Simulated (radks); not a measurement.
Values are calculated unless marked as measured or tabulated.
Excited configurations of the cadmium ion Cd3+: one electron is placed in a higher orbital outside [Kr] 4d8. The ground configuration is [Kr] 4d9. Code: a radial shooting solver on a logarithmic mesh with Libxc functionals. Model: scalar-relativistic Kohn-Sham, PBEsol, spin-unpolarised, spherical densities, finite nucleus; Fermi nuclear charge, rms radius 4.6087 fm. Excitation = E - E(ground); binding = E(ion) - E, where the ion is the core of charge +4; n* = 4/sqrt(2 binding) in atomic units, and the quantum defect is n - n*.

outer orbital  excitation (eV)  binding (eV)     n*  quantum defect  eigenvalue (eV)  <r> (bohr)
4f                      39.115        14.926  3.819           0.181          -12.130       3.661
5s                      14.928        39.113  2.359           2.641          -34.289       2.211
6p                      38.017        16.024  3.686           2.314          -14.207       5.004
6d                      42.288        11.752  4.304           1.696          -10.326       6.393
7s                      42.653        11.388  4.372           2.628          -10.184       7.313
7f                      48.821         5.220  6.458           0.542           -4.633       14.32

The Delta-SCF ionisation energy is 54.041 eV (NIST Atomic Spectra Database: 51 eV, theoretical). Self-interaction in the functional shifts the binding energies and quantum defects, so they are the method's values and not measured ones. Spin polarisation and multiplet splitting are left out, so open shells lie too high by an amount that depends on their filling.

Beside tabulated values, note that spin-unpolarised runs miss the spin-polarisation part of the exchange energy of open shells.
